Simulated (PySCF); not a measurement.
## In₂, PBE: how much the basis matters

PySCF, UKS reference; triplet, unpaired electrons σ ↑, π ↑; De to In + In without counterpoise correction.

```
     basis                           relativity  functions  Re (Å)  ωe (cm⁻¹)  De (eV)
cc-pVDZ-PP  scalar-relativistic core potentials         46   3.102        106     1.38
  def2-SVP  scalar-relativistic core potentials         52   3.103        105     1.36
def2-TZVPP  scalar-relativistic core potentials        100   3.087        104     1.36
```

(1) How does each smaller set differ from the one with most functions, def2-TZVPP?

Spin–orbit coupling is left out, which matters for elements this heavy, above all for dissociation energies. The state is the lowest determinant that a PBE0 search found; another state may lie lower at other levels.

Answers

(1) cc-pVDZ-PP: +1.5 pm, +1.9 % in ωe, +0.02 eV in De; def2-SVP: +1.6 pm, +1.0 % in ωe, +0.00 eV in De. All at PBE; the set with most functions is neither the basis-set limit nor always the best.
